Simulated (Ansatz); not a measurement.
One change: `FC[O][SnH3]` becomes `COCF`.

Ansatz, PBE0-D4/def2-TZVP geometries, multiplicity 1. Each molecule was computed in one conformer, which needn't be the lowest.

Elements past krypton have def2 core potentials.

| property | `FC[O][SnH3]` |
| --- | --- |
| size of the dipole moment (B3LYP/def2-TZVPP) / D | 1.62 |
| LUMO energy (B3LYP/def2-TZVPP) / eV | -0.76 |
| zero-point energy (PBE0-D4/def2-TZVP) / kJ/mol | 144.4 |
| LUMO energy (ωB97M-V/def2-TZVPP) / eV | 0.97 |
| ideal-gas entropy at 298 K and 1 bar (rigid rotor, harmonic PBE0-D4/def2-TZVP) / J/(mol·K) | 341 |
| LUMO energy (PBE0/def2-TZVPP) / eV | -0.50 |

(1) Give the same properties after the change, and the shifts. (Estimate.)

Answers

(1) Computed: 
| property | `COCF` | shift |
| --- | --- | --- |
| size of the dipole moment (B3LYP/def2-TZVPP) / D | 1.70 | 0.08 |
| LUMO energy (B3LYP/def2-TZVPP) / eV | 1.18 | 1.94 |
| zero-point energy (PBE0-D4/def2-TZVP) / kJ/mol | 192.7 | 48.3 |
| LUMO energy (ωB97M-V/def2-TZVPP) / eV | 3.04 | 2.07 |
| ideal-gas entropy at 298 K and 1 bar (rigid rotor, harmonic PBE0-D4/def2-TZVP) / J/(mol·K) | 291 | -50 |
| LUMO energy (PBE0/def2-TZVPP) / eV | 1.56 | 2.06 |

With PBE0 the HOMO falls by 0.43 eV and the LUMO rises by 2.06 eV, so the gap widens by about 2.49 eV. PBE moves the HOMO by -0.35 eV and ωB97M-V by -0.49 eV. Dipoles are sizes alone; their direction can turn.

B3LYP here is the variant with VWN-RPA as its local correlation; programs differ in this.
